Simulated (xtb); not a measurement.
Cl6OSi2, charge -1, doublet, at a GFN2-xTB geometry (a state made from the parent by changing its charge; the spin is typed, not shown lowest); GFN2-xTB with ALPB(water) run with xtb 6.7.1.

Input for xtb:
```
$ xtb mol.xyz --gfn 2 --chrg -1 --uhf 1 --alpb water --json

# file mol.xyz
9

Cl     2.22041104    -0.82455864    -1.75637947
Si     1.70166371     0.64662268    -0.15723942
Cl     2.14624419    -0.59876932     1.42168049
Cl     1.27138841     2.44754238     1.08927576
O      0.05184612     0.41925439    -0.44469902
Si    -1.34614187    -0.24917263    -0.17374730
Cl    -2.63108543     0.59108060    -1.48908314
Cl    -2.01087974     0.10192726     1.69759586
Cl    -1.31325931    -2.24183026    -0.48124211
```

It wrote (shortened):

```
   ID    Z sym.   atoms
    1   17 Cl     1, 3, 4, 7-9
    2   14 Si     2, 6
    3    8 O      5

           -------------------------------------------------
          |                Calculation Setup                |
           -------------------------------------------------

           -------------------------------------------------
          |                 G F N 2 - x T B                 |
           -------------------------------------------------

      * Solvation model:               ALPB
        Solvent                        water
        Parameter file                 internal GFN2-xTB/ALPB
        Dielectric constant                8.0200E+01
        Reference state                gsolv [1 M gas/solution]
        Free energy shift                  1.0808E-03 Eh       6.7819E-01 kcal/mol
        Temperature                        2.9815E+02 K
        Density                            1.0000E+00 kg/L
        Solvent mass                       1.8000E+01 g/mol
        Interaction kernel             P16
        Born radius scaling (c1)           1.4744E+00
        Born radii integrator          GBOBC
        Born offset                        0.0000E+00 a0       0.0000E+00 AA
        H-bond correction              true
        Ion screening                  false
        Surface tension                    1.0000E-05 Eh       1.5569E+01 dyn/cm
        Grid points                               230 per atom

          ...................................................
          :                      SETUP                      :
          :.................................................:
          :  # basis functions                  84          :
          :  # atomic orbitals                  76          :
          :  # shells                           26          :
          :  # electrons                        57          :
          :  max. iterations                   250          :
          :  Hamiltonian                  GFN2-xTB          :
          :  restarted?                      false          :
          :  GBSA solvation                   true          :
          :  PC potential                    false          :
          :  electronic temp.          300.0000000     K    :
          :  accuracy                    1.0000000          :
          :  -> integral cutoff          0.2500000E+02      :
          :  -> integral neglect         0.1000000E-07      :
          :  -> SCF convergence          0.1000000E-05 Eh   :
          :  -> wf. convergence          0.1000000E-03 e    :
          :  Broyden damping             0.4000000          :
          :  net charge                         -1          :
          :  unpaired electrons                  1          :
          ...................................................

 iter      E             dE          RMSdq      gap      omega  full diag
   1    -35.2908745 -0.352909E+02  0.824E+00    3.42       0.0  T
   2    -35.4656769 -0.174802E+00  0.516E+00    2.87       1.0  T
   3    -35.4860435 -0.203667E-01  0.290E+00    3.04       1.0  T
   4    -35.4738386  0.122049E-01  0.191E+00    2.65       1.0  T
   5    -35.4966547 -0.228161E-01  0.767E-01    2.89       1.0  T
   6    -35.4957150  0.939698E-03  0.451E-01    2.96       1.0  T
   7    -35.4969905 -0.127550E-02  0.231E-01    2.94       1.0  T
   8    -35.4970451 -0.545522E-04  0.161E-01    2.94       1.0  T
   9    -35.4972028 -0.157743E-03  0.547E-02    2.93       1.0  T
  10    -35.4972074 -0.460167E-05  0.374E-02    2.93       1.0  T
  11    -35.4972048  0.261728E-05  0.426E-02    2.94       1.0  T
  12    -35.4972145 -0.972015E-05  0.909E-03    2.94       3.7  T
  13    -35.4972148 -0.273550E-06  0.665E-03    2.94       5.0  T
  14    -35.4972150 -0.171113E-06  0.452E-03    2.94       7.4  T
  15    -35.4972150 -0.652938E-07  0.226E-03    2.94      14.7  T
  16    -35.4972150 -0.196187E-07  0.519E-04    2.94      64.2  T
  17    -35.4972150  0.962051E-08  0.128E-03    2.94      25.9  T
  18    -35.4972150 -0.100432E-07  0.187E-04    2.94     178.3  T

   *** convergence criteria satisfied after 18 iterations ***

         :::::::::::::::::::::::::::::::::::::::::::::::::::::
         ::                     SUMMARY                     ::
         :::::::::::::::::::::::::::::::::::::::::::::::::::::
         :: total energy             -35.440836766976 Eh    ::
         :: total w/o Gsasa/hb       -35.442858104052 Eh    ::
         :: gradient norm              0.020203119738 Eh/a0 ::
         :: HOMO-LUMO gap              2.935883605027 eV    ::
         ::.................................................::
         :: SCC energy               -35.497143537552 Eh    ::
         :: -> isotropic ES            0.169929142930 Eh    ::
         :: -> anisotropic ES         -0.018032453454 Eh    ::
         :: -> anisotropic XC         -0.013159255317 Eh    ::
         :: -> dispersion             -0.018140924510 Eh    ::
         :: -> Gsolv                  -0.063715948921 Eh    ::
         ::    -> Gelec               -0.065737285997 Eh    ::
         ::    -> Gsasa                0.000973459568 Eh    ::
         ::    -> Ghb                 -0.000032882190 Eh    ::
         ::    -> Gshift               0.001080759698 Eh    ::
         :: repulsion energy           0.056306770576 Eh    ::
         :: add. restraining           0.000000000000 Eh    ::
         :: total charge              -1.000000000000 e     ::
         :::::::::::::::::::::::::::::::::::::::::::::::::::::

           -------------------------------------------------
          |                Property Printout                |
           -------------------------------------------------

    * Orbital Energies and Occupations

         #    Occupation            Energy/Eh            Energy/eV
      -------------------------------------------------------------
         1        2.0000           -1.0901059             -29.6633
       ...           ...                  ...                  ...
        17        2.0000           -0.4595015             -12.5037
        18        2.0000           -0.4540546             -12.3555
        19        2.0000           -0.4511660             -12.2769
        20        2.0000           -0.4510297             -12.2731
        21        2.0000           -0.4490722             -12.2199
        22        2.0000           -0.4457349             -12.1291
        23        2.0000           -0.4394166             -11.9571
        24        2.0000           -0.4328781             -11.7792
        25        2.0000           -0.4179928             -11.3742
        26        2.0000           -0.4172152             -11.3530
        27        2.0000           -0.4163647             -11.3299
        28        2.0000           -0.4154900             -11.3061
        29        1.0000           -0.3056646              -8.3176 (HOMO)
        30                         -0.1977729              -5.3817 (LUMO)
        31                         -0.1716513              -4.6709
        32                         -0.1693879              -4.6093
        33                         -0.1600753              -4.3559
        34                         -0.1059138              -2.8821
        35                         -0.0958767              -2.6089
        36                         -0.0588282              -1.6008
        37                         -0.0253200              -0.6890
        38                         -0.0151185              -0.4114
        39                         -0.0055883              -0.1521
        40                         -0.0036079              -0.0982
       ...                                ...                  ...
        76                          0.9633480              26.2140
      -------------------------------------------------------------
                  HL-Gap            0.1078917 Eh            2.9359 eV
             Fermi-level           -0.3061480 Eh           -8.3307 eV

     #   Z          covCN         q      C6AA      α(0)
     1  17 Cl       0.795    -0.442   113.516    16.298
     2  14 Si       3.193     0.588   138.006    24.751
     3  17 Cl       0.830    -0.323   109.463    16.005
     4  17 Cl       0.796    -0.439   113.434    16.293
     5   8 O        1.539    -0.420    21.321     6.229
     6  14 Si       3.243     0.638   126.311    23.283
     7  17 Cl       0.814    -0.202   105.425    15.707
     8  17 Cl       0.814    -0.200   105.349    15.701
     9  17 Cl       0.814    -0.200   105.364    15.703

 Mol. C6AA /au·bohr⁶  :       7990.035646
 Mol. C8AA /au·bohr⁸  :     376313.953241
 Mol. α(0) /au        :        149.971531

Wiberg/Mayer (AO) data.
largest (>0.10) Wiberg bond orders for each atom

 ---------------------------------------------------------------------------
     #   Z sym  total        # sym  WBO       # sym  WBO       # sym  WBO
 ---------------------------------------------------------------------------
     1  17 Cl   0.885 --     2 Si   0.749
     2  14 Si   3.323 --     3 Cl   0.945     5 O    0.846     4 Cl   0.752
                             1 Cl   0.749
     3  17 Cl   1.087 --     2 Si   0.945
     4  17 Cl   0.888 --     2 Si   0.752
     5   8 O    2.355 --     6 Si   1.264     2 Si   0.846
     6  14 Si   4.467 --     5 O    1.264     8 Cl   1.061     9 Cl   1.061
                             7 Cl   1.054
     7  17 Cl   1.232 --     6 Si   1.054
     8  17 Cl   1.243 --     6 Si   1.061
     9  17 Cl   1.242 --     6 Si   1.061
 ---------------------------------------------------------------------------

Topologies differ in total number of bonds
Writing topology from bond orders to xtbtopo.mol

molecular dipole:
                 x           y           z       tot (Debye)
 q only:       -1.728      -0.307      -0.229
   full:       -1.688      -0.548       0.043       4.512
molecular quadrupole (traceless):
                xx          xy          yy          xz          yz          zz
 q only:       -1.020       2.546      -0.181      -0.580      -8.365       1.201
  q+dip:       -5.944       0.232       1.678      -0.205      -9.434       4.266
   full:       -5.060      -0.190       1.128       0.554      -8.844       3.932

           -------------------------------------------------
          | TOTAL ENERGY              -35.440836766976 Eh   |
          | GRADIENT NORM               0.020203119738 Eh/α |
          | HOMO-LUMO GAP               2.935883605027 eV   |
           -------------------------------------------------

normal termination of xtb
```
